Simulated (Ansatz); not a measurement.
Born–Oppenheimer molecular dynamics of ClH4O4Ta (10 atoms, charge 0, multiplicity 1). It goes on from the last frame of an earlier run, with new velocities.

Theory: RKS PBE/def2-SVP (Ansatz).

```
ensemble        : NVT, Langevin thermostat
time step       : 0.25 fs
steps asked     : 100
set temperature : 500 K
friction        : 0.005 /fs
seed            : 582983
```

First frame:

```xyz
10
Properties=species:S:1:pos:R:3
Ta -0.335 -0.122 -0.071
Cl 1.968 -0.580 0.000
O -0.119 -0.115 1.955
H 0.662 0.190 2.558
O -0.191 0.022 -2.029
H 0.496 0.152 -2.592
O -1.587 1.330 0.287
H -2.380 1.974 0.636
O -1.523 -1.597 0.340
H -1.562 -2.201 1.081
```

**Question.** What does the run give?

**Answer.** All steps were run.

| Quantity | Value |
| --- | --- |
| steps done | 100 |
| time covered | 25 fs |
| mean temperature over the second half | 782 K |
| spread of the potential energy over the second half | 19.1 meV per atom |
| mean potential energy of the second half above the start | -51.3 meV per atom |

The mean temperature of the second half is 56 % above the set value. A run of 0.025 ps of so small a system gives no equilibrium averages.

**Question.** What happens to the structure?

**Answer.** No bond is clearly made or broken; grazing contacts change: Ta1–H10 2.67 → 2.22 Å. Pairs count as bonded within 1.25 times the sum of covalent radii (0.12 Å more for H–H). Another seed would give other details.

**Question.** How do temperature and energy run in time?

**Answer.** 
| time (fs) | T (K) | potential energy less start (eV) |
| --- | --- | --- |
| 0 | 450 | 0.000 |
| 1.25 | 675 | -0.277 |
| 2.5 | 846 | -0.508 |
| 3.75 | 587 | -0.183 |
| 5 | 550 | -0.128 |
| 6.25 | 869 | -0.547 |
| 7.5 | 843 | -0.495 |
| 8.75 | 588 | -0.203 |
| 10 | 725 | -0.384 |
| 11.25 | 950 | -0.702 |
| 12.5 | 730 | -0.419 |
| 13.75 | 586 | -0.228 |
| 15 | 866 | -0.608 |
| 16.25 | 824 | -0.540 |
| 17.5 | 617 | -0.259 |
| 18.75 | 691 | -0.393 |
| 20 | 920 | -0.727 |
| 21.25 | 819 | -0.569 |
| 22.5 | 711 | -0.427 |
| 23.75 | 957 | -0.775 |
| 25 | 975 | -0.804 |

Run time: 5.5 min on 2 threads of Arm Neoverse V1 (shared host), peak memory 0.17 GiB.
